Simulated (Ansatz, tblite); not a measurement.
Removing and adding an electron: MoN(OH)3 (MoNO₃H₃). Total charge 0; singlet. Geometry: B3LYP-D4/def2-SVP. Ansatz, gas phase; energy differences of separate SCF runs; the oxidised species was run as a doublet alone; the reduced species was run as a doublet alone.

```xyz
8

Mo    0.029    0.018   -0.020
N    -1.185   -0.723    0.791
O    -0.725    0.701   -1.609
H    -1.660    0.592   -1.831
O     1.333   -1.304   -0.357
H     1.230   -2.222   -0.074
O     0.673    1.385    1.111
H     0.303    1.553    1.988
```

In the def2 sets Mo takes a core potential; there is no spin–orbit coupling. The xTB rows come from tblite. HOMO above LUMO, or a gap near zero within one spin, warns that the state may not be the lowest or that an electron is smeared out.

```csv
level,−HOMO (eV),vertical IE (eV),−LUMO (eV),vertical EA (eV),HOMO–LUMO gap (eV),IE − EA (eV),remarks
GFN1-xTB,11.10,14.71,7.36,4.24,3.74,10.47,–
GFN2-xTB,9.27,13.67,7.37,4.11,1.89,9.56,–
PBE-D4/def2-TZVP,6.99,10.29,2.37,–,4.62,–,–
PBE-D4/def2-TZVPD,7.05,–,2.45,-0.30,4.59,–,"HOMO above zero (-1 doublet), gap within one spin near zero (-1 doublet), restricted SCF unstable in HF (singlet)"
r2SCAN-D4/def2-TZVP,7.35,10.39,2.32,–,5.02,–,restricted SCF unstable in HF (singlet)
r2SCAN-D4/def2-TZVPD,7.37,–,2.36,-0.44,5.00,–,"HOMO above zero (-1 doublet), restricted SCF unstable in HF (singlet)"
PBE0-D4/def2-TZVP,8.60,10.65,1.58,–,7.03,–,restricted SCF unstable in HF (singlet)
PBE0-D4/def2-TZVPD,8.63,–,1.64,-0.26,6.99,–,"HOMO above zero (-1 doublet), restricted SCF unstable in HF (singlet)"
```

Relaxing the reduced species (B3LYP-D4/def2-SVPD) changes its energy by -0.67 eV at PBE-D4/def2-TZVPD, so the adiabatic electron affinity to this nearest minimum is 0.37 eV. At PBE0-D4/def2-TZVPD it is 0.53 eV. The highest occupied level of the relaxed charge -1 doublet lies above zero (up to 1.75 eV). By energy differences its removal costs 0.37 eV (each at its own geometry, to the charge 0 singlet, at PBE-D4/def2-TZVPD); the vertical value is larger still, so the positive level points to self-interaction error.     A HOMO above zero means that the electron is unbound at that level or that self-interaction error raises the level; the energy of removing that electron tells which. Raw xTB energy differences between charge states are shifted by several eV; the methods need an empirical correction for them. A negative affinity means that the extra electron isn't bound; its size then hangs on the basis.
